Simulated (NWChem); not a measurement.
System: C$_{3}$H$_{4}$OS; SMILES C1SC=CO1

Output (shortened):

```
             Northwest Computational Chemistry Package (NWChem) 7.3.0
             --------------------------------------------------------

                             Geometry "geometry" -> ""
                             -------------------------

 Output coordinates in angstroms (scale by  1.889725989 to convert to a.u.)

  No.       Tag          Charge          X              Y              Z
 ---- ---------------- ---------- -------------- -------------- --------------
    1 C                    6.0000    -0.81213200    -1.16853500     0.02244100
    2 C                    6.0000    -1.25697800     0.08660600     0.09779900
    3 S                   16.0000     0.06416600     1.26885200    -0.08841300
    4 C                    6.0000     1.24510800    -0.15234900     0.12342400
    5 O                    8.0000     0.53618700    -1.35602600    -0.16264500
    6 H                    1.0000    -1.38544400    -2.08636200     0.04620800
    7 H                    1.0000    -2.28430500     0.40513200     0.19965400
    8 H                    1.0000     1.60510000    -0.17947000     1.15995600
    9 H                    1.0000     2.08316000    -0.06498900    -0.56954900

 Effective nuclear repulsion energy (a.u.)     219.7636871623

                                 NWChem DFT Module
                                 -----------------

 Summary of "ao basis" -> "ao basis" (spherical)
 ------------------------------------------------------------------------------
       Tag                 Description            Shells   Functions and Types
 ---------------- ------------------------------  ------  ---------------------
 C                          def2-svp                 6       14   3s2p1d
 S                          def2-svp                 8       18   4s3p1d
 O                          def2-svp                 6       14   3s2p1d
 H                          def2-svp                 3        5   2s1p

 in cosmo_initialize ...
 calling solv_data for solv:dmso

 solvent parameters
 solvname_short: dmso
 solvname_long:  dimethylsulfoxide
 dielec:       46.8260
 dielecinf:     2.0079
 nonaqueous SMD model solvent descriptors
 dielec:       46.8260
 sola:          0.0000
 solb:          0.8800
 solc:          0.0000
 solg:         61.7800
 solh:          0.0000
 soln:          1.4170

          ---------------
          -cosmo- solvent
          ---------------
 Cosmo: York-Karplus, doi: 10.1021/jp992097l
 dielectric constant -eps-     =  46.83
 screen = (eps-1)/(eps    )    =   0.97864
 surface charge correction     = lagrangian

   van der Waals surface
 --------------------------

 ---------- ATOMIC COORDINATES (A.U.) ------------ VDWR(ANG.) --
     1   -1.53470695   -2.20821096    0.04240734     1.850
     2   -2.37534399    0.16366161    0.18481331     1.850
     3    0.12125616    2.39778260   -0.16707634     2.490
     4    2.35291295   -0.28789786    0.23323754     1.850
     5    1.01324651   -2.56251757   -0.30735448     2.294
     6   -2.61810953   -3.94265249    0.08732046     1.200
     7   -4.31671052    0.76558847    0.37729135     1.200
     8    3.03319918   -0.33914912    2.19199900     1.200
     9    3.93660159   -0.12281140   -1.07629155     1.200
 number of segments per atom =        128
 number of   points per atom =        128
 atom (   nspa,  nppa )
 ----------------------
    1 (     33,     0 )       0
    2 (     38,     0 )       0
    3 (     86,     0 )       0
    4 (     16,     0 )       0
    5 (     73,     0 )       0
    6 (     51,     0 )       0
    7 (     51,     0 )       0
    8 (     47,     0 )       0
    9 (     45,     0 )       0
 number of -cosmo- surface points =      440
 molecular surface =    126.979 angstrom**2
 molecular volume  =    118.798 angstrom**3
 -lineq- algorithm             =   0
 -bem- low  level              =   3
 -bem- from -octahedral-
 gaussian surface charge width =   4.50000
 degree of switching           =   1.00000
 switching function tolerance  =   0.00010
 atomic radii =
 --------------
    1  6.000  1.850
    2  6.000  1.850
    3 16.000  2.490
    4  6.000  1.850
    5  8.000  2.294
    6  1.000  1.200
    7  1.000  1.200
    8  1.000  1.200
    9  1.000  1.200
 ...... end of -cosmo- initialization ......

[...]

                                COSMO-SMD solvation results
                                ---------------------------

             internal energy in gas <Psi(g)|H|Psi(g)> =      -589.842090065274
         internal energy in solvent <Psi(s)|H|Psi(s)> =      -589.841420224736
                               delta internal energy  =         0.000669840539 (    0.42 kcal/mol)
   total free energy in solvent <Psi(s)|H+V/2|Psi(s)> =      -589.848236348964
 polarization energy contribution <Psi(s)|V/2|Psi(s)> =        -0.006816124228 (   -4.28 kcal/mol)
    total free energy in solvent including G(SMD-CDS) =      -589.847413213325
                       G(SMD-CDS) energy contribution =         0.000823135639 (    0.52 kcal/mol)
     1 M fixed-concentration free energy of solvation =        -0.005323148051 (   -3.34 kcal/mol)

                       DFT Final Molecular Orbital Analysis
                       ------------------------------------

 Vector   21  Occ=2.000000D+00  E=-3.356213D-01
              MO Center=  1.4D-01,  3.7D-01, -8.1D-02, r^2= 3.0D+00
   Bfn.  Coefficient  Atom+Function         Bfn.  Coefficient  Atom+Function
  ----- ------------  ---------------      ----- ------------  ---------------
    40      0.336681  3 S  py                37      0.299233  3 S  py
    65      0.269040  5 O  py                51     -0.200626  4 C  py
    68      0.199615  5 O  py                32      0.191896  3 S  s
    34      0.168075  3 S  py                41     -0.158842  3 S  pz
    20     -0.145112  2 C  pz                31      0.137634  3 S  s

 Vector   22  Occ=2.000000D+00  E=-2.941358D-01
              MO Center= -1.4D-01,  2.9D-01, -7.0D-03, r^2= 2.7D+00
   Bfn.  Coefficient  Atom+Function         Bfn.  Coefficient  Atom+Function
  ----- ------------  ---------------      ----- ------------  ---------------
    41      0.376211  3 S  pz                66     -0.296517  5 O  pz
    38      0.286402  3 S  pz                20      0.269005  2 C  pz
    69     -0.224495  5 O  pz                23      0.203761  2 C  pz
    40      0.189662  3 S  py                65      0.169101  5 O  py
    35      0.163113  3 S  pz                37      0.149903  3 S  py

 Vector   23  Occ=2.000000D+00  E=-1.973969D-01
              MO Center= -1.6D-01,  1.7D-01, -1.2D-02, r^2= 3.1D+00
   Bfn.  Coefficient  Atom+Function         Bfn.  Coefficient  Atom+Function
  ----- ------------  ---------------      ----- ------------  ---------------
    41      0.508466  3 S  pz                38      0.325943  3 S  pz
     6     -0.277570  1 C  pz                66      0.278365  5 O  pz
    20     -0.267223  2 C  pz                69      0.236659  5 O  pz
    23     -0.211926  2 C  pz                 9     -0.187134  1 C  pz
    35      0.183849  3 S  pz                85     -0.152019  8 H  s

 Vector   24  Occ=0.000000D+00  E= 9.664193D-03
              MO Center= -4.3D-01,  3.4D-04,  4.5D-03, r^2= 3.3D+00
   Bfn.  Coefficient  Atom+Function         Bfn.  Coefficient  Atom+Function
  ----- ------------  ---------------      ----- ------------  ---------------
    39      0.569935  3 S  px                49     -0.550601  4 C  s
     9     -0.508937  1 C  pz                23      0.470926  2 C  pz
    17      0.377729  2 C  s                  6     -0.371491  1 C  pz
    54     -0.316123  4 C  py                20      0.307423  2 C  pz
    51     -0.223500  4 C  py                91      0.211843  9 H  s

 Vector   25  Occ=0.000000D+00  E= 2.960502D-02
              MO Center= -1.9D-01,  2.7D-01,  5.0D-02, r^2= 3.6D+00
   Bfn.  Coefficient  Atom+Function         Bfn.  Coefficient  Atom+Function
  ----- ------------  ---------------      ----- ------------  ---------------
    49      0.934450  4 C  s                 39     -0.748919  3 S  px
    17     -0.479801  2 C  s                 23      0.412630  2 C  pz
    86     -0.395909  8 H  s                  9     -0.382516  1 C  pz
     6     -0.265957  1 C  pz                53     -0.266073  4 C  px
    20      0.259722  2 C  pz                 7     -0.223145  1 C  px

 Vector   26  Occ=0.000000D+00  E= 8.091059D-02
              MO Center=  4.5D-01,  1.1D-01,  2.4D-01, r^2= 5.5D+00
   Bfn.  Coefficient  Atom+Function         Bfn.  Coefficient  Atom+Function
  ----- ------------  ---------------      ----- ------------  ---------------
    49      1.239682  4 C  s                 86     -0.945602  8 H  s
    17      0.822277  2 C  s                 91     -0.813487  9 H  s
    32     -0.791446  3 S  s                 81     -0.762000  7 H  s
    54      0.606296  4 C  py                22      0.555694  2 C  py
    40      0.516056  3 S  py                63      0.417690  5 O  s

     Multipole analysis of the density
     ---------------------------------

     L   x y z        total         alpha         beta         nuclear
     -   - - -        -----         -----         ----         -------
     0   0 0 0     -0.000000    -23.000000    -23.000000     46.000000

     1   1 0 0     -0.040980     -0.389602     -0.389602      0.738223
     1   0 1 0     -0.229402     -0.230037     -0.230037      0.230673
     1   0 0 1      0.228284      0.508636      0.508636     -0.788989

     2   2 0 0    -22.110517    -80.973717    -80.973717    139.836916
     2   1 1 0      1.462787     -0.929795     -0.929795      3.322377
     2   1 0 1     -0.032714      0.980007      0.980007     -1.992727
     2   0 2 0    -28.537448   -109.617568   -109.617568    190.697688
     2   0 1 1     -0.317484      0.620722      0.620722     -1.558928
     2   0 0 2    -28.423510    -18.140619    -18.140619      7.857728
```

Level: B3LYP/def2-SVP, SMD on the gas-phase geometry. The geometry was optimised at B3LYP/6-31G* (spherical d). Solvent: dimethyl sulfoxide.

**Question.** Write an input that gives this output.

**Answer.** Several could match; the one computed here: the input that was run:
```
start job
memory heap 200 mb stack 900 mb global 1100 mb
geometry units angstroms noautosym nocenter noautoz
  C     -0.812132    -1.168535     0.022441
  C     -1.256978     0.086606     0.097799
  S      0.064166     1.268852    -0.088413
  C      1.245108    -0.152349     0.123424
  O      0.536187    -1.356026    -0.162645
  H     -1.385444    -2.086362     0.046208
  H     -2.284305     0.405132     0.199654
  H      1.605100    -0.179470     1.159956
  H      2.083160    -0.064989    -0.569549
end
basis spherical
  * library def2-svp
end
dft
  xc b3lyp
  iterations 150
end
cosmo
  do_cosmo_smd true
  solvent dmso
end
task dft energy
```
